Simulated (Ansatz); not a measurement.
Basis-set extrapolation for BH7O2Si2, SMILES `BO[SiH](O)[SiH3]` (PBE0-D4/def2-TZVP geometry, frozen core, Ansatz 0.2.0). Multiplicity 1, RHF reference.

|  | def2-TZVPP | def2-QZVPP |
| --- | --- | --- |
| HF | -756.582872 | -756.610270 |
| MP2 correlation | -0.821663 | -0.885958 |
| CCSD(T) correlation | -0.903494 | not run |

Energies in hartree. Use E(X) = E(∞) + A·exp(−7.88·√X) for Hartree–Fock and E(X) = E(∞) + B·X^(−2.97) for correlation, with X = 3 and 4, and add CCSD(T) minus MP2 of the smaller set to the MP2 limit.

Q: What is the CCSD(T) energy at the basis-set limit?

A: HF limit: -756.610270 + (-0.027398) × 0.13774 = -756.61404. MP2 limit: -0.885958 + (-0.064295) × 0.74074 = -0.93358. Higher-order term: -0.903494 − (-0.821663) = -0.08183. Total: -757.62945 hartree, 375.7 kJ/mol below CCSD(T)/def2-TZVPP.
